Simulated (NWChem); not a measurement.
System: C2H4Cl2Si; SMILES [SiH3]C=C(Cl)Cl

NWChem printed, in part:

```
             Northwest Computational Chemistry Package (NWChem) 7.3.0
             --------------------------------------------------------

 CS  symmetry detected

                             Geometry "geometry" -> ""
                             -------------------------

 Output coordinates in angstroms (scale by  1.889725989 to convert to a.u.)

  No.       Tag          Charge          X              Y              Z
 ---- ---------------- ---------- -------------- -------------- --------------
    1 Si                  14.0000     0.37779077    -2.34073203     0.00000000
    2 C                    6.0000     0.97146100    -0.56083938     0.00000000
    3 C                    6.0000     0.15375028     0.49586970     0.00000000
    4 Cl                  17.0000    -1.56765338     0.33726625     0.00000000
    5 Cl                  17.0000     0.69800894     2.13174834     0.00000000
    6 H                    1.0000    -0.44108273    -2.62695753    -1.21547400
    7 H                    1.0000    -0.44108273    -2.62695753     1.21547400
    8 H                    1.0000     1.58275058    -3.22182258     0.00000000
    9 H                    1.0000     2.04303193    -0.33744369     0.00000000

 Effective nuclear repulsion energy (a.u.)     322.6069319982

      Symmetry information
      --------------------

 Group name             Cs
 Group number              2
 Group order               2
 No. of unique centers     8

                                 NWChem DFT Module
                                 -----------------

 Summary of "ao basis" -> "ao basis" (spherical)
 ------------------------------------------------------------------------------
       Tag                 Description            Shells   Functions and Types
 ---------------- ------------------------------  ------  ---------------------
 Si                         def2-svp                 8       18   4s3p1d
 C                          def2-svp                 6       14   3s2p1d
 Cl                         def2-svp                 8       18   4s3p1d
 H                          def2-svp                 3        5   2s1p

      Symmetry analysis of basis
      --------------------------

        a'         72
        a"         30

            General Information
            -------------------
          SCF calculation type: DFT
          Wavefunction type:  closed shell.
          No. of atoms     :     9
          No. of electrons :    64
           Alpha electrons :    32
            Beta electrons :    32
          Charge           :     0
          Spin multiplicity:     1
          Use of symmetry is: on ; symmetry adaption is: on
          Maximum number of iterations: 150
          AO basis - number of functions:   102
                     number of shells:    48
          Convergence on energy requested:  1.00D-06
          Convergence on density requested:  1.00D-05
          Convergence on gradient requested:  5.00D-04

              XC Information
              --------------
                         SCAN Method XC Functional
                  SCAN metaGGA Exchange Functional  1.000
                        SCAN Correlation Potential  1.000

             Grid Information
             ----------------
          Grid used for XC integration:  coarse
          Radial quadrature: Mura-Knowles
          Angular quadrature: Lebedev.
          Tag              B.-S. Rad. Rad. Pts. Rad. Cut. Ang. Pts.
          ---              ---------- --------- --------- ---------
          Si                  1.10       70          10.0       302
          C                   0.70       35          10.0       302
          Cl                  1.00       70          12.0       302
          H                   0.35       35          12.0       302
          Grid pruning is: on
          Number of quadrature shells:   385
          Spatial weights used:  Erf1

      Superposition of Atomic Density Guess
      -------------------------------------

 Sum of atomic energies:       -1284.63231983

      Non-variational initial energy
      ------------------------------

 Total energy =   -1286.585017
 1-e energy   =   -2416.275689
 2-e energy   =     807.083740
 HOMO         =      -0.274272
 LUMO         =       0.022998

      Symmetry analysis of molecular orbitals - initial
      -------------------------------------------------

  Numbering of irreducible representations:

     1 a'          2 a"

  Orbital symmetries:

     1 a'          2 a'          3 a'          4 a'          5 a'
     6 a'          7 a'          8 a'          9 a'         10 a'
    11 a"         12 a'         13 a"         14 a'         15 a'
    16 a'         17 a"         18 a'         19 a'         20 a'
    21 a'         22 a'         23 a'         24 a'         25 a"
    26 a'         27 a"         28 a"         29 a'         30 a'
    31 a'         32 a"         33 a"         34 a'         35 a'
    36 a'         37 a'         38 a"         39 a'         40 a'
    41 a'         42 a'

     ---------------------------------------------
      Total Density - Mulliken Population Analysis
     ---------------------------------------------

    Atom       Charge   Shell Charges
 -----------   ------   -------------------------------------------------------
    1 Si  14    13.56   2.00  1.99  1.00  0.28  5.94  1.13  1.08  0.14
    2 C    6     6.55   1.99  0.99  0.30  2.12  1.13  0.02
    3 C    6     5.44   1.99  0.92  0.18  1.47  0.82  0.06
    4 Cl  17    17.16   2.00  1.99  1.22  0.71  5.94  2.11  3.16  0.02
    5 Cl  17    17.17   2.00  1.99  1.22  0.71  5.94  2.11  3.17  0.02
    6 H    1     1.08   0.70  0.36  0.01
    7 H    1     1.08   0.70  0.36  0.01
    8 H    1     1.08   0.70  0.37  0.01
    9 H    1     0.89   0.66  0.21  0.03

   convergence    iter        energy       DeltaE   RMS-Dens  Diis-err
 ---------------- ----- ----------------- --------- --------- ---------
 d= 0,ls=0.0,diis     1  -1287.9934336733 -1.61D+03  1.61D-02  7.84D-01
 d= 0,ls=0.0,diis     2  -1287.7444836567  2.49D-01  1.25D-02  2.78D+00
 d= 0,ls=0.0,diis     3  -1288.0805899579 -3.36D-01  3.37D-03  5.18D-02
 d= 0,ls=0.0,diis     4  -1288.0839811627 -3.39D-03  1.79D-03  2.88D-02
 d= 0,ls=0.0,diis     5  -1288.0885321035 -4.55D-03  2.99D-04  1.08D-03
  Resetting Diis
 d= 0,ls=0.0,diis     6  -1288.0886760000 -1.44D-04  6.70D-05  4.47D-05
 d= 0,ls=0.0,diis     7  -1288.0886814705 -5.47D-06  5.22D-05  4.68D-06
 d= 0,ls=0.0,diis     8  -1288.0886797581  1.71D-06  3.58D-05  1.62D-05
 d= 0,ls=0.0,diis     9  -1288.0886820475 -2.29D-06  6.91D-06  7.70D-07
 d= 0,ls=0.0,diis    10  -1288.0886821441 -9.66D-08  2.17D-06  2.05D-08

         Total DFT energy =    -1288.088682144096
      One electron energy =    -2418.124527544519
           Coulomb energy =      897.172862411342
    Exchange-Corr. energy =      -89.743949009120
 Nuclear repulsion energy =      322.606931998200

 Numeric. integr. density =       64.000039937507

                  Occupations of the irreducible representations
                  ----------------------------------------------

                     irrep           alpha         beta
                     --------     --------     --------
                     a'               25.0         25.0
                     a"                7.0          7.0

                       DFT Final Molecular Orbital Analysis
                       ------------------------------------

 Vector   30  Occ=2.000000D+00  E=-3.117957D-01  Symmetry=a"
              MO Center= -5.2D-01,  1.0D+00,  3.8D-12, r^2= 3.6D+00
   Bfn.  Coefficient  Atom+Function         Bfn.  Coefficient  Atom+Function
  ----- ------------  ---------------      ----- ------------  ---------------
    59      0.483972  4 Cl pz                77     -0.434115  5 Cl pz
    56      0.360435  4 Cl pz                74     -0.322646  5 Cl pz
    53      0.208626  4 Cl pz                71     -0.187004  5 Cl pz
    83      0.065938  6 H  s                 88     -0.065938  7 H  s
    10     -0.063802  1 Si pz                13     -0.039363  1 Si pz

 Vector   31  Occ=2.000000D+00  E=-2.905313D-01  Symmetry=a'
              MO Center= -9.1D-02,  1.0D+00, -3.6D-14, r^2= 4.2D+00
   Bfn.  Coefficient  Atom+Function         Bfn.  Coefficient  Atom+Function
  ----- ------------  ---------------      ----- ------------  ---------------
    75      0.475042  5 Cl px                58      0.412206  4 Cl py
    72      0.353442  5 Cl px                55      0.313200  4 Cl py
    69      0.203589  5 Cl px                52      0.179687  4 Cl py
    76     -0.124476  5 Cl py                23     -0.123170  2 C  py
     9      0.097664  1 Si py                93     -0.095329  8 H  s

[...]

                         DFT ENERGY GRADIENTS

    atom               coordinates                        gradient
                 x          y          z           x          y          z
   1 Si      0.713921  -4.423342   0.000000    0.000377   0.000041   0.000000
   2 C       1.835795  -1.059833   0.000000   -0.002842   0.006138   0.000000
   3 C       0.290546   0.937058   0.000000    0.001039  -0.002664   0.000000
   4 Cl     -2.962435   0.637341   0.000000    0.003378   0.000525   0.000000
   5 Cl      1.319046   4.028420   0.000000   -0.000518  -0.003387   0.000000
   6 H      -0.833526  -4.964230  -2.296913   -0.000740   0.000254  -0.001167
   7 H      -0.833526  -4.964230   2.296913   -0.000740   0.000254   0.001167
   8 H       2.990965  -6.088362   0.000000    0.001272  -0.000900   0.000000
   9 H       3.860771  -0.637676   0.000000   -0.001226  -0.000262   0.000000
```

Level: SCAN/def2-SVP. Structure relaxed at the PBE0/def2-SVP level.

Question: Write an input that gives this output.

Answer: Several could match; the one computed here: the input that was run:
```
start job
memory heap 200 mb stack 900 mb global 1100 mb
geometry units angstroms noautoz
  Si     0.401266    -2.313437     0.000000
  C      0.977998    -0.527984     0.000000
  C      0.150284     0.520908     0.000000
  Cl    -1.569535     0.345956     0.000000
  Cl     0.678975     2.161884     0.000000
  H     -0.414851    -2.607430    -1.215474
  H     -0.414851    -2.607430     1.215474
  H      1.614543    -3.183039     0.000000
  H      2.047398    -0.294417     0.000000
end
basis spherical
  Si library def2-svp
  C library def2-svp
  Cl library def2-svp
  H library def2-svp
end
dft
  xc scan
  grid coarse
  iterations 150
  mulliken
end
task dft gradient
```
